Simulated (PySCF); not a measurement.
## ReCl₄, quartet: molecular constants

Method: UPBE in PySCF with Re def2-SVP with ECP60, Cl def2-SVP; scalar-relativistic core potentials, no spin–orbit coupling; density-fitted integrals.

The structure is a minimum.

| Property | Result |
| --- | --- |
| Point group | D2d |
| Bond lengths | Re–Cl 2.295 Å (×4) |
| Bond angles | Cl–Re–Cl 92.0° (×4), Cl–Re–Cl 158.6° (×2) |
| Principal polarisabilities | 50.9, 113.4, 113.4 bohr³ |
| Atomisation energy without zero-point energy | 1413 kJ/mol |
| Dipole moment | 0.00 D |
| Highest occupied level (α) | -6.22 eV |
| Spin squared ⟨S²⟩ | 3.767 |
| Lowest empty level (α) | -6.04 eV |
| Principal quadrupole moments (Buckingham, traceless) about the centre of mass | -1.41, -1.41, 2.82 D Å |
| Zero-point energy | 11.4 kJ/mol |
| Enthalpy at 298.15 K above 0 K | 23.52 kJ/mol |
| Rotational symmetry number | 4 |
| Entropy at 298.15 K and 1 bar (electronic part: spin only) | 408.0 J/(mol K) |
| Rotational constants | 0.04425, 0.04425, 0.0237 cm⁻¹ |
| Heat capacity Cp at 298.15 K | 99.9 J/(mol K) |

Harmonic modes (masses in u: Re 186.956, Cl 34.969):
| symmetry | ω (cm⁻¹) | IR (km/mol, summed over degenerate members) | μ (u) | type |
| --- | --- | --- | --- | --- |
| e | 49 | 48.7 | 42.32 | bend |
| a1 | 54 | 0.0 | 34.97 | bend |
| b2 | 111 | 1.2 | 51.92 | bend |
| b1 | 188 | 0.0 | 34.97 | bend |
| b2 | 342 | 5.0 | 35.74 | stretch |
| e | 366 | 217 | 42.35 | stretch |
| a1 | 379 | 0.0 | 34.97 | stretch |

In D2d the vibrations span 2e + 2a1 + 2b2 + b1. The a1, b1 modes carry no infrared intensity, as symmetry demands.

Charges (e):
```json
{"atom": "Re1", "Mulliken": "0.53", "Löwdin": "-0.68", "polar tensor": "2.23", "spin (Mulliken)": "2.63", "Mayer order to Re1": "–"}
{"atom": "Cl2,3,4,5", "Mulliken": "-0.13", "Löwdin": "0.17", "polar tensor": "-0.56", "spin (Mulliken)": "0.09", "Mayer order to Re1": "1.20"}
```

Mulliken populations on Re1 (electrons outside its core potential): s 2.65, p 6.43, d 5.32, f 0.07.

Other isomers or separated fragments may lie lower. Other spin states or occupations of the open shell can lie lower. At this level a doublet minimum of D2d symmetry lies 22 kJ/mol below this structure. Spin–orbit coupling, left out here, can matter for elements this heavy.

The final relaxation and frequency run took of the order of 110 core-seconds on a shared host.
